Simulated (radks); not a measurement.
Problem. Coherent X-ray form factor from a spherical all-electron density. Calculated with a radial shooting solver on a logarithmic mesh with Libxc functionals: scalar-relativistic Kohn-Sham, PBEsol, spin-unpolarised, spherical densities, point nucleus.

sin(theta)/lambda (1/angstrom),f0 (electrons)
0.05,61.234
0.1,59.127
0.15,56.122
0.2,52.693
0.25,49.207
0.3,45.889
0.4,40.103
0.5,35.412
0.6,31.515
0.8,25.344
1,20.974
1.25,17.488
1.5,15.205
2,11.584

The species is in the configuration that NIST lists as its ground one. Which atom or ion scatters so?

Solution. The gadolinium ion Gd2+, [Xe] 4f7 5d1. Extrapolating in s^2 from the first two rows gives f0(0) = 61.9, near the electron count 62; among species with that count, the fall with angle is slower the higher Z, and the table is that of Z = 64; from so few rows the species is fixed only to a neighbour or two.
